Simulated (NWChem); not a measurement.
# C4H7N; SMILES CCCC#N

```xyz
12

C      0.0058     2.3151     0.0000
C     -0.5282     0.8839     0.0000
C      0.6084    -0.1583     0.0000
C      0.1319    -1.5408     0.0000
N     -0.2751    -2.6391     0.0000
H     -0.8223     3.0508     0.0000
H      0.6315     2.5148     0.8946
H      0.6315     2.5148    -0.8946
H     -1.1731     0.7115    -0.8871
H     -1.1731     0.7115     0.8871
H      1.2619    -0.0145     0.8883
H      1.2619    -0.0145    -0.8883
```
Atoms are numbered in this order, from 1.

Computed with NWChem. Geometry: optimised at PBE-D3(BJ)/def2-SVP.

Question: What does the run give for CAM-B3LYP/def2-SVP? Quantities: highest occupied level (eV); orbital gap (eV); dipole (D).

Answer: 
| Quantity | Value |
|---|---|
| highest occupied level (eV) | -10.48 |
| orbital gap (eV) | 12.41 |
| dipole (D) | 4.00 |
